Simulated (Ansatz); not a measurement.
(H3Sn)2Se (Sn2H6Se), relaxed as a singlet with RKS PBE0-D4/def2-SVP in Ansatz, starting from the GFN2-xTB geometry. Force threshold 0.02 eV/Å.

In the def2 sets Sn takes a core potential; there is no spin–orbit coupling.

Start:

Cartesian coordinates in Å:
```
Sn 1.366 -1.383 0.120
H 2.469 -0.511 1.030
H 1.623 -3.015 0.336
H 1.608 -0.990 -1.492
Se -0.995 -0.969 0.848
Sn -1.422 1.326 -0.059
H -1.112 1.417 -1.704
H -0.500 2.501 0.700
H -3.037 1.625 0.222
```

| step | energy (eV) | largest force component (eV/Å) | SCF passes |
| --- | --- | --- | --- |
| 1 | -77094.8917 | 0.554 | 14 |
| 2 | -77094.9506 | 0.443 | 18 |
| 3 | -77095.0018 | 0.072 | 19 |
| 4 | -77095.0063 | 0.049 | 18 |
| 5 | -77095.0088 | 0.015 | 18 |
| 6 | -77095.0088 | 0.021 | 19 |
| 7 | -77095.0093 | 0.003 | 19 |
| 8 | -77095.0095 | 0.016 | 18 |
| 9 | -77095.0096 | 0.025 | 18 |
| 10 | -77095.0097 | 0.024 | 13 |
| 11 | -77095.0099 | 0.016 | 13 |

Force components are those of the run's own axes.

End:

```csv
atom,x (Å),y (Å),z (Å)
Sn1,1.328,-1.340,0.112
H2,2.294,-0.302,1.077
H3,1.722,-2.980,0.391
H4,1.512,-0.929,-1.543
Se5,-1.119,-1.101,0.771
Sn6,-1.383,1.286,-0.072
H7,-1.100,1.331,-1.763
H8,-0.263,2.308,0.730
H9,-2.993,1.728,0.297
```

By distances, no bond broke or formed. The bond that changes most is Sn1–H3, from 1.67 to 1.71 Å (atoms count from 1).

The force fell under the threshold at step 5, but the optimiser went on. No frequencies were taken in this run, so the end may be a saddle point.

Run time 19 s (4 threads of Arm Neoverse V2 on a shared host).
